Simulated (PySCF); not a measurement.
C2H9NSi3, SMILES [SiH3]C1=N[SiH2][SiH2]C1.

Geometry: PBE0-D3(BJ)/def2-SVP. This is a generated structure with no PubChem entry under its InChIKey; it may be hypothetical. One conformer was computed; it need not be the lowest.

The numbers are results of SMD-B3LYP/def2-SVP in PySCF, not measurements.

Solvation free energies are E(SMD) − E(gas) at the gas-phase geometry, for 1 M in both phases. In vacuum the dipole moment is 1.62 D.

| solvent | ΔG(solv) (kcal/mol) | its non-electrostatic (CDS) part | dipole (D) |
|---|---|---|---|
| water | 1.4 | 4.6 | 2.50 |
| n-hexane | -1.8 | -0.8 | 1.87 |
| 1-octanol | -2.2 | 0.4 | 2.34 |
